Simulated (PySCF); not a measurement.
Exercise with solution: dipole moment from atomic charges

Si(Cl)(OH)2(NH2) (ClH4NO2Si), SMILES N[Si](O)(O)Cl. Atoms are numbered in the order given.

```xyz
9

N      1.7907    -0.3043    -0.1573
Si     0.1232    -0.0229    -0.3382
O     -0.2374     1.3786    -1.1319
O     -0.6258    -1.2068    -1.2004
Cl    -0.6168     0.0676     1.5935
H      2.1316    -0.7294     0.6962
H      2.3545    -0.5584    -0.9605
H      0.1231     2.1847    -0.7510
H     -1.4781    -0.9697    -1.5792
```
Charge 0, spin multiplicity 1.

Coordinates come from a PBE0-D3(BJ)/def2-SVP optimisation. This is a generated structure with no PubChem entry under its InChIKey; it may be hypothetical. One conformer was computed; it need not be the lowest.

Charges (e) from r2SCAN/def2-TZVP in PySCF:

```json
[
 {"atom": "N1", "Mulliken": "-0.630", "ESP fit": "-1.021"},
 {"atom": "Si2", "Mulliken": "0.801", "ESP fit": "0.835"},
 {"atom": "O3", "Mulliken": "-0.527", "ESP fit": "-0.640"},
 {"atom": "O4", "Mulliken": "-0.522", "ESP fit": "-0.625"},
 {"atom": "Cl5", "Mulliken": "-0.281", "ESP fit": "-0.230"},
 {"atom": "H6", "Mulliken": "0.251", "ESP fit": "0.395"},
 {"atom": "H7", "Mulliken": "0.246", "ESP fit": "0.438"},
 {"atom": "H8", "Mulliken": "0.330", "ESP fit": "0.419"},
 {"atom": "H9", "Mulliken": "0.331", "ESP fit": "0.429"}
]
```

The dipole moment of the full density is 1.53 D.

**Question.** What dipole moment does each set of point charges give, and which comes closer to that of the density?

**Answer.** 
μ = Σ q r, and 1 e Å = 4.8032 D.
Mulliken: Σ q r = (0.261, 0.137, -0.229) e Å, |μ| = 1.79 D.
ESP fit: Σ q r = (0.250, 0.115, -0.151) e Å, |μ| = 1.51 D.
ESP fit comes closer in size. Point charges leave out the atoms' own dipoles (lone pairs, polarised bonds); fits to the potential absorb them, partitions of the density don't.
